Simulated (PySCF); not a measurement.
Al(F)(I)(OMe) (CH3AlFIO), SMILES [F][Al]([I])[O]C.

Coordinates come from a PBE0-D3(BJ)/def2-SVP optimisation. The def2 effective core potentials stand for the cores of I; spin–orbit coupling is left out. The values are those of a single conformer.

Calculation: TDA-PBE/def2-SVPD (PySCF).

Vertical excitations. The molecule is in vacuum. State labels are in the subgroup Cs.

Computed UV-visible absorptions:
| state | symmetry | energy (eV) | λ (nm) | f | main pairs |
|---|---|---|---|---|---|
| S1 | A' | 4.92 | 252 | 0.023 | HOMO→LUMO 99 % |
| S2 | A" | 4.92 | 252 | 0.006 | HOMO−1→LUMO 99 % |
| S3 | A' | 5.29 | 234 | 0.025 | HOMO−2→LUMO 95 % |
| S4 | A" | 5.34 | 232 | 0.045 | HOMO−3→LUMO 99 % |
| S5 | A" | 5.61 | 221 | 0.000 | HOMO→LUMO+1 100 % |
| S6 | A" | 6.00 | 207 | 0.000 | HOMO−2→LUMO+1 100 % |
| S7 | A' | 6.04 | 205 | 0.079 | HOMO−1→LUMO+1 82 % |
| S8 | A' | 6.38 | 194 | 0.055 | HOMO−3→LUMO+1 88 % |
| S9 | A' | 6.88 | 180 | 0.048 | HOMO→LUMO+2 91 % |
| S10 | A" | 6.90 | 180 | 0.036 | HOMO−1→LUMO+2 99 % |
| T1 | A' | 4.65 | 267 | 0 | HOMO→LUMO 100 % |
| T2 | A" | 4.70 | 264 | 0 | HOMO−1→LUMO 99 % |
| T3 | A" | 4.98 | 249 | 0 | HOMO−3→LUMO 98 % |
| T4 | A' | 5.03 | 247 | 0 | HOMO−2→LUMO 98 % |
Triplets are in the Tamm–Dancoff approximation.
